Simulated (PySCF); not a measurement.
H5OSi2, SMILES [SiH2]O[SiH3] (connectivity only; charge and spin as stated), charge +1, multiplicity 1. Heavy atoms are numbered as in [SiH2:1][O:2][SiH3:3]. Hydrogens are named by the atom that carries them.

The structure is a stationary point at PBE-D3(BJ)/def2-TZVP. The spin state was assumed, not searched. The isomer is the one that the SMILES or the coordinates give; other isomers of the formula were not compared.

All values below come from B3LYP/pcSseg-1 (PySCF).

GIAO shieldings, no solvent; atoms alike by connectivity are averaged. δ = σ(ref) − σ: ²⁹Si against TMS (σ = 338.7 ppm); ¹⁷O against H2O (σ = 333.8 ppm); ¹H against TMS (σ = 31.68 ppm), references at their B3LYP-D3(BJ)/def2-TZVP geometries, non-relativistic.

Computed chemical shifts:
```json
[
 {"nucleus": "²⁹Si", "atoms": "Si1 (SiH2)", "count": "1", "δ (ppm)": "117.6"},
 {"nucleus": "²⁹Si", "atoms": "Si3 (SiH3)", "count": "1", "δ (ppm)": "2.0"},
 {"nucleus": "¹⁷O", "atoms": "O2", "count": "1", "δ (ppm)": "213.3"},
 {"nucleus": "¹H", "atoms": "H on Si1", "count": "2", "δ (ppm)": "7.02"},
 {"nucleus": "¹H", "atoms": "H on Si3", "count": "3", "δ (ppm)": "5.97"}
]
```
